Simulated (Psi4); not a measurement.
thionyl fluoride (F2OS), singlet, at a GFN2-xTB geometry; REVPBE/STO-3G run with Psi4.

Input for Psi4:
```
memory 2 GB

molecule mol {
0 1
  O     1.364314   -0.149536   -0.377770
  S     0.202538   -0.006309    0.407834
  F    -0.666917    1.265417   -0.235497
  F    -0.905875   -1.121280   -0.153746
}

set basis sto-3g
set reference rks

energy('revpbe')
print_variables()
```

**Question.** What does Psi4 print? Leave out banner, timings and long lists.

**Answer.** 
```
   => Loading Basis Set <=

    Name: STO-3G
    Role: ORBITAL
    Keyword: BASIS

         ---------------------------------------------------------
                                   SCF
               by Justin Turney, Rob Parrish, Andy Simmonett
                          and Daniel G. A. Smith
                              RKS Reference
         ---------------------------------------------------------

  ==> Geometry <==

    Molecular point group: c1
    Full point group: C1

    Geometry (in Angstrom), charge = 0, multiplicity = 1:

       Center              X                  Y                   Z               Mass
    ------------   -----------------  -----------------  -----------------  -----------------
         O            1.382727464231    -0.151220959254    -0.373139019293    15.994914619570
         S            0.220951464231    -0.007993959254     0.412464980707    31.972071174400
         F           -0.648503535769     1.263732040746    -0.230866019293    18.998403162730
         F           -0.887461535769    -1.122964959254    -0.149115019293    18.998403162730

  Running in c1 symmetry.

  Rotational constants: A =      0.26437  B =      0.26280  C =      0.15351 [cm^-1]
  Rotational constants: A =   7925.75699  B =   7878.51984  C =   4602.08866 [MHz]
  Nuclear repulsion =  187.927066389539306

  Charge       = 0
  Multiplicity = 1
  Electrons    = 42
  Nalpha       = 21
  Nbeta        = 21

  ==> Algorithm <==

  SCF Algorithm Type is DF.
  DIIS enabled.
  MOM disabled.
  Fractional occupation disabled.
  Guess Type is SAD.
  Energy threshold   = 1.00e-06
  Density threshold  = 1.00e-06
  Integral threshold = 1.00e-12

  ==> Primary Basis <==

  Basis Set: STO-3G
    Blend: STO-3G
    Number of shells: 14
    Number of basis functions: 24
    Number of Cartesian functions: 24
    Spherical Harmonics?: true
    Max angular momentum: 1

  ==> DFT Potential <==

   => LibXC <=

    Version 7.1.2
    S. Lehtola, C. Steigemann, M. J. T. Oliveira, and M. A. L. Marques,  SoftwareX 7, 1–5 (2018) (10.1016/j.softx.2017.11.002)

   => Composite Functional: REVPBE <=

    revPBE GGA Exchange-Correlation Functional

    Y. Zhang and W. Yang, Phys. Rev. Lett. 80, 890, 1998

    Deriv               =              1
    GGA                 =           TRUE
    Meta                =          FALSE

    Exchange Hybrid     =          FALSE
    MP2 Hybrid          =          FALSE

   => Exchange Functionals <=

    1.0000   XC_GGA_X_PBE_R

   => Correlation Functionals <=

    1.0000     XC_GGA_C_PBE

   => LibXC Density Thresholds  <==

    XC_GGA_C_PBE:  1.00E-12
    XC_GGA_X_PBE_R:  1.00E-15

   => Molecular Quadrature <=

    Radial Scheme          =       TREUTLER
    Pruning Scheme         =           NONE
    Nuclear Scheme         =       TREUTLER

    Blocking Scheme        =         OCTREE
    BS radius alpha        =              1
    Pruning alpha          =              1
    Radial Points          =             75
    Spherical Points       =            302
    Total Points           =          83568
    Total Blocks           =            690
    Max Points             =            256
    Max Functions          =             22
    Weights Tolerance      =       1.00E-15

   => Loading Basis Set <=

    Name: (STO-3G AUX)
    Role: JKFIT
    Keyword: DF_BASIS_SCF

  ==> Integral Setup <==

  SCF_SUBTYPE=INCORE selected. In-core MEM_DF algorithm will be used.
  Using in-core AOs.

  ==> MemDFJK: Density-Fitted J/K Matrices <==

    J tasked:                   Yes
    K tasked:                    No
    wK tasked:                   No
    Algorithm:                 Core
    Schwarz Cutoff:           1E-12
    Mask sparsity (%):       2.0833
    Fitting Condition:        1E-10

   => Auxiliary Basis Set <=

  Basis Set: (STO-3G AUX)
    Blend: DEF2-UNIVERSAL-JKFIT
    Number of shells: 113
    Number of basis functions: 359
    Number of Cartesian functions: 434
    Spherical Harmonics?: true
    Max angular momentum: 4

  Minimum eigenvalue in the overlap matrix is 2.9986907868E-01.
  Reciprocal condition number of the overlap matrix is 1.6776147456E-01.
    Using symmetric orthogonalization.

  ==> Pre-Iterations <==

  SCF Guess: Superposition of Atomic Densities via on-the-fly atomic UHF (no occupation information).

   -------------------------
    Irrep   Nso     Nmo
   -------------------------
     A         24      24
   -------------------------
    Total      24      24
   -------------------------

  ==> Iterations <==

                           Total Energy        Delta E     RMS |[F,P]|

   @DF-RKS iter SAD:  -663.92634743955534   -6.63926e+02   0.00000e+00
   @DF-RKS iter   1:  -664.18219459468480   -2.55847e-01   2.26048e-02 DIIS/ADIIS
   @DF-RKS iter   2:  -661.37095844046235    2.81124e+00   9.16901e-02 DIIS/ADIIS
   @DF-RKS iter   3:  -664.23640454963163   -2.86545e+00   1.96040e-02 DIIS/ADIIS
   @DF-RKS iter   4:  -664.38221421670721   -1.45810e-01   1.00146e-02 DIIS/ADIIS
   @DF-RKS iter   5:  -664.41690529442178   -3.46911e-02   7.10704e-04 DIIS/ADIIS
   @DF-RKS iter   6:  -664.41706201742863   -1.56723e-04   2.96455e-04 DIIS/ADIIS
   @DF-RKS iter   7:  -664.41709298208798   -3.09647e-05   3.42597e-05 DIIS
   @DF-RKS iter   8:  -664.41709341272053   -4.30633e-07   1.76046e-06 DIIS
   @DF-RKS iter   9:  -664.41709341341777   -6.97241e-10   1.02762e-06 DIIS
   @DF-RKS iter  10:  -664.41709341393982   -5.22050e-10   1.36180e-07 DIIS
  Energy and wave function converged.

  ==> Post-Iterations <==

   Electrons on quadrature grid:
      Ntotal   =   41.9999782263 ; deviation = -2.177e-05

    Orbital Energies [Eh]
    ---------------------

    Doubly Occupied:

       1A    -87.193127     2A    -23.883060     3A    -23.882858
       4A    -18.431695     5A     -7.582617     6A     -5.595865
       7A     -5.590762     8A     -5.583032     9A     -1.018669
      10A     -0.937719    11A     -0.909070    12A     -0.502913
      13A     -0.354556    14A     -0.336737    15A     -0.271799
      16A     -0.135799    17A     -0.132274    18A     -0.116855
      19A     -0.114128    20A     -0.107597    21A     -0.076143

    Virtual:

      22A      0.111833    23A      0.149129    24A      0.308495

    Final Occupation by Irrep:
              A
    DOCC [    21 ]
    NA   [    21 ]
    NB   [    21 ]

  @DF-RKS Final Energy:  -664.41709341393982

   => Energetics <=

    Nuclear Repulsion Energy =            187.9270663895393056
    One-Electron Energy =               -1299.4474062108938597
    Two-Electron Energy =                 502.6278911089833628
    DFT Exchange-Correlation Energy =     -55.5246447015685760
    Empirical Dispersion Energy =           0.0000000000000000
    VV10 Nonlocal Energy =                  0.0000000000000000
    Total Energy =                       -664.4170934139398241

Computation Completed

Properties will be evaluated at   0.000000,   0.000000,   0.000000 [a0]

Properties computed using the SCF density matrix

 Multipole Moments:

 ------------------------------------------------------------------------------------
     Multipole            Electronic (a.u.)      Nuclear  (a.u.)        Total (a.u.)
 ------------------------------------------------------------------------------------

 L = 1.  Multiply by 2.5417464519 to convert [e a0] to [Debye]
 Dipole X            :         -1.6402599            1.4614339           -0.1788260
 Dipole Y            :          0.1690192           -0.1337308            0.0352884
 Dipole Z            :          0.1399984            0.3675483            0.5075467
 Magnitude           :                                                    0.5392844

 ------------------------------------------------------------------------------------

  Variable Map:
  ----------------------------------------------------------------------------
  "CURRENT ENERGY"              =>    -664.417093413940
  "CURRENT REFERENCE ENERGY"    =>    -664.417093413940
  "DD SOLVATION ENERGY"         =>       0.000000000000
  "DFT FUNCTIONAL TOTAL ENERGY" =>    -664.417093413940
  "DFT TOTAL ENERGY"            =>    -664.417093413940
  "DFT VV10 ENERGY"             =>       0.000000000000
  "DFT XC ENERGY"               =>     -55.524644701569
  "GRID ELECTRONS ALPHA"        =>      20.999989113159
  "GRID ELECTRONS BETA"         =>      20.999989113159
  "GRID ELECTRONS TOTAL"        =>      41.999978226318
  "NUCLEAR REPULSION ENERGY"    =>     187.927066389539
  "ONE-ELECTRON ENERGY"         =>   -1299.447406210894
  "PCM POLARIZATION ENERGY"     =>       0.000000000000
  "PE ENERGY"                   =>       0.000000000000
  "SCF ITERATION ENERGY"        =>    -664.417093413940
  "SCF ITERATIONS"              =>      10.000000000000
  "SCF TOTAL ENERGY"            =>    -664.417093413940
  "TWO-ELECTRON ENERGY"         =>     502.627891108983
  "XC GRID RADIAL POINTS"       =>      75.000000000000
  "XC GRID SPHERICAL POINTS"    =>     302.000000000000
  "XC GRID TOTAL POINTS"        =>   83568.000000000000

  Array Variable Map:
  ----------------------------------------------------------------------------
  "CURRENT DIPOLE"              =>      -0.178825996497 ... 0.507546745908 1 by 3
  "SCF DIPOLE"                  =>      -0.178825996497 ... 0.507546745908 1 by 3
  "SCF TOTAL ENERGIES"          =>    -663.926347439555 ... -664.417093413940 1 by 11
```
